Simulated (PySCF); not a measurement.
SnH2F2, SMILES [SnH2]([F])[F]. Geometry optimised at B3LYP-D3(BJ)/def2-TZVP. The def2 effective core potentials stand for the cores of Sn; spin–orbit coupling is left out.

Calculation: B3LYP-D3(BJ)/def2-TZVP (PySCF 2.14.0).

Harmonic wavenumbers (cm⁻¹): 175, 456, 486, 611, 612, 648, 655, 1970, 1995. Rotational constants (GHz): 10.59, 5.546, 3.894; symmetry number 2.

Q: Work out the zero-point energy and the ideal-gas rigid-rotor harmonic-oscillator thermochemistry at 298.15 K and 1 atm.

A: ZPE = ½ Σ hcν = ½ × 7608 cm⁻¹ = 45.50 kJ/mol. H − E(el) = 59.81 kJ/mol. Entropy in J/(mol K): translation 171.94, rotation 97.81, vibration 22.81, total 292.57. G − E(el) = -27.42 kJ/mol. Cp = 68.38 J/(mol K).
